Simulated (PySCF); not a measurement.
# Basis and Hamiltonian dependence of the excitation energy of Os(2+)

Os(2+) [Xe] 4f14 5d6 (5D) → Os(2+) [Xe] 4f14 5d5 6p1 (7P). Calculated with PySCF 2.14 from differences of total energies of unrestricted determinants, without spin-orbit coupling. Values in eV.

```
                                                                               basis    Hamiltonian  functions    UHF  r2SCAN   PBE0  MP2 (valence)  CCSD(T) (valence)
                                                        aug-cc-pVDZ-PP with ECP60MDF            ECP         54  6.771   7.256  7.607          7.339              7.432
                             def2-TZVPPD with the def2 core potential (60 electrons)            ECP         59  7.735   8.225  8.537          8.505              8.579
                                                      aug-cc-pwCVDZ-PP with ECP60MDF            ECP         70  6.770   7.247  7.595          7.406              7.485
                                                        aug-cc-pVTZ-PP with ECP60MDF            ECP         88  6.780   7.265  7.598          7.564              7.637
                             def2-QZVPPD with the def2 core potential (60 electrons)            ECP         88  7.035   7.527  7.851          7.839              7.906
                                                                        x2c-TZVPPall  spin-free X2C         97  6.817   7.520  7.608          7.545              7.619
                                                                        ANO-RCC-VTZP  spin-free X2C        104  6.817   7.531  7.608          7.560              7.644
                   x2c-TZVPPall with one added diffuse shell each of s, p, d, f type  spin-free X2C        113  6.811   7.515  7.604          7.539              7.615
aug-cc-pVTZ-PP with one added diffuse shell each of s, p, d, f, g type with ECP60MDF            ECP        113  6.779   7.264  7.597          7.565                n/a
                                                      aug-cc-pwCVTZ-PP with ECP60MDF            ECP        122  6.781   7.261  7.596          7.621                n/a
                                                        aug-cc-pVQZ-PP with ECP60MDF            ECP        135  6.784   7.269  7.600          7.674                n/a
```

Frozen in the all-electron rows: valence: [Xe] 4f14; with a core potential, the same shells as far as they lie outside it.

At UHF, def2-TZVPPD with the def2 core potential (60 electrons) lies more than 0.3 eV from the median of the rows with comparable relativity.
